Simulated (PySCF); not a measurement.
Excitations are Tamm–Dancoff values on a coarser integration grid. The basis has no diffuse functions, so Rydberg states are missing or too high.

## C$_{8}$H$_{14}$Si, SMILES `CC1=C(C)[Si](C)(C)C=C1` (charge 0, multiplicity 1)

The numbers are results of ωB97X-D3(BJ)/def2-TZVP // B3LYP-D3(BJ)/def2-SVP (PySCF 2.14.0), not measurements.

```json
{
 "HOMO": "-8.32 eV",
 "dipole_moment": "0.068 e·Å",
 "HOMO–LUMO gap": "9.44 eV",
 "LUMO": "1.12 eV",
 "S1 excitation (TDA)": "4.71 eV",
 "S1 oscillator strength": "0.102",
 "brightest of the four lowest singlets (TDA)": "4.71 eV",
 "T1 excitation (TDA)": "2.81 eV",
 "S1–T1 gap (TDA)": "1.90 eV",
 "vertical ionisation energy (Delta-SCF)": "7.89 eV",
 "total_energy": "-16411.36 eV",
 "cost": "around 24 core-minutes (rough)"
}
```

```xyz
23

C      2.9432    -0.4660    -0.0752
C      1.4476    -0.4697    -0.2271
C      0.5609     0.3807     0.3567
C      0.8778     1.5147     1.2844
Si    -1.1668    -0.1274    -0.2169
C     -2.0278     1.2254    -1.2106
C     -2.2687    -0.6865     1.2087
C     -0.4954    -1.5346    -1.2621
C      0.8469    -1.5143    -1.1124
H      3.4348    -0.3382    -1.0556
H      3.2971    -1.4313     0.3275
H      3.3018     0.3306     0.5901
H      1.9545     1.6306     1.4833
H      0.5104     2.4748     0.8792
H      0.3731     1.3845     2.2587
H     -2.9846     0.8686    -1.6259
H     -1.3926     1.5574    -2.0465
H     -2.2430     2.0997    -0.5739
H     -3.2301    -1.0801     0.8399
H     -2.4879     0.1561     1.8856
H     -1.7750    -1.4777     1.7941
H     -0.9963    -2.2713    -1.8942
H      1.5201    -2.2260    -1.6078
```
